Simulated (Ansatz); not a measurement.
C₃H₁₀BrNOSi, SMILES `CN(C)[Si](C)(O)Br` at its PBE0-D4/def2-TZVP geometry, where that method's forces vanish. The species carries charge 0 and has multiplicity 1.

```xyz
17

C     0.9323    1.5661   -0.2701
N     0.1643    0.5827    0.4613
C     0.6622    0.3541    1.7960
Si   -0.9206   -0.4525   -0.3551
C    -0.2019   -1.9729   -1.1240
O    -1.6531    0.3641   -1.5717
Br   -2.4489   -1.1139    1.1499
H     1.9872    1.2724   -0.3656
H     0.5277    1.7050   -1.2737
H     0.9055    2.5364    0.2421
H     1.6940   -0.0250    1.7890
H     0.6569    1.2871    2.3733
H     0.0368   -0.3657    2.3242
H    -0.9778   -2.5807   -1.5928
H     0.3061   -2.5794   -0.3713
H     0.5276   -1.6907   -1.8883
H    -2.1984    1.1130   -1.3232
```

(1) What forces (eV/Å) does r2SCAN-D4/def2-TZVPP give on these atoms in Ansatz? (An estimate is asked.)

Results:

(1) The calculation gave: 
```
C1   0.111  0.155 -0.124
N2  -0.177 -0.087 -0.068
C3   0.074 -0.043  0.215
Si4  0.009 -0.033 -0.007
C5  -0.001  0.015  0.004
O6  -0.006 -0.005 -0.077
Br7 -0.071 -0.034  0.055
H8   0.010  0.001  0.005
H9   0.005 -0.003  0.017
H10  0.006  0.001  0.005
H11  0.012  0.005  0.001
H12  0.007  0.005 -0.001
H13  0.020  0.015 -0.012
H14  0.022  0.000  0.003
H15 -0.005  0.000 -0.028
H16 -0.006 -0.019  0.005
H17 -0.010  0.026  0.007
```
